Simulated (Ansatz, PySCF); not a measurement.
Gas-phase reaction in SMILES: B=O (HBO) + 2 [H][H] (H2) → B (BH3) + O (H2O)
Structures are relaxed separately at B3LYP-D3(BJ)/def2-TZVP in Ansatz (a first-principles code).

Wanted: energy of full hydrogenation (enthalpy at 298 K, with B3LYP-D3(BJ) rigid-rotor harmonic-oscillator terms from PySCF), in kJ/mol. Correlated levels leave the core frozen unless marked. No spin-orbit coupling. No relativistic terms. CBS(X,Y): correlation extrapolated as X^-3; Hartree-Fock from the larger set (for Q and 5 zeta extrapolated as (X+1)exp(-9√X)).

Level to compare with: CCSD(T)/CBS(cc-pVQZ,cc-pV5Z) (Ansatz), 93.6 kJ/mol. It is a level with limits of its own, and the differences hold the functionals' basis error too.

**Question.** Rank these functionals by how close they come to CCSD(T)/CBS(cc-pVQZ,cc-pV5Z), closest first: BLYP/def2-TZVPD (Ansatz); BHLYP/def2-TZVPD (Ansatz); TPSSh/def2-TZVPD (PySCF).

**Answer.** TPSSh/def2-TZVPD (hybrid meta-GGA, 99.0 kJ/mol, difference 5.4), BHLYP/def2-TZVPD (global hybrid, 74.3 kJ/mol, difference -19.3), BLYP/def2-TZVPD (GGA, 120.2 kJ/mol, difference 26.6)
